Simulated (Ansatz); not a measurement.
`FC1=N[SiH2]C1` + H₂ → `C1=N[SiH2]C1` + H–F at 298.15 K and 1 bar (hydrogenolysis of a C–F bond).

Gas-phase electronic energies from Ansatz, PBE0-D4/def2-TZVP geometries. CCSD(T)/CBS is the MP2 limit (def2-TZVPP, def2-QZVPP) plus CCSD(T) − MP2 in def2-TZVPP, frozen cores. This one scheme is used for every species.

```csv
species,CCSD(T)/CBS energy (Eh),H − E (kJ/mol),S (J/(mol·K))
`FC1=N[SiH2]C1`,-522.06104,166.1,301.8
H₂,-1.17544,35.1,130.4
`C1=N[SiH2]C1`,-422.85806,182.7,284.2
H–F,-100.39570,33.5,173.6
```

H − E and S are ideal-gas, rigid-rotor, harmonic terms from PBE0-D4/def2-TZVP. The MP2-based limit puts H₂ 0.8 mEh under its directly extrapolated value; such offsets cancel only in part. 1 Eh = 2625.50 kJ/mol, R = 8.31446 J/(mol·K).

Q: By hand: ΔE, ΔH, ΔS and ΔG.

A: ΔE = (-422.85806) + (-100.39570) − (-522.06104) − (-1.17544) = -0.01728 Eh = -45.4 kJ/mol. Δ(H − E) = 182.7 + 33.5 − 166.1 − 35.1 = 15.0, so ΔH = -30.4 kJ/mol. ΔS = 284.2 + 173.6 − 301.8 − 130.4 = 25.6 J/(mol·K). ΔG = -30.4 − 298.15 × (25.6)/1000 = -38.0 kJ/mol.

Q: By hand: the equilibrium constant, and the temperature at which ΔG would vanish if ΔH and ΔS stayed fixed.

A: log₁₀ K = −ΔG/(RT ln 10) = 6.7. ΔH and −TΔS have one sign here, so there is no such temperature.

ΔH outweighs TΔS. A doubt of 5 kJ/mol in ΔE shifts log₁₀ K by 0.9 here. These are equilibria of isolated gas molecules and say nothing of rates. Largest T1 diagnostic: 0.013 (customary marks: 0.02 for closed shells, 0.045 for open ones).
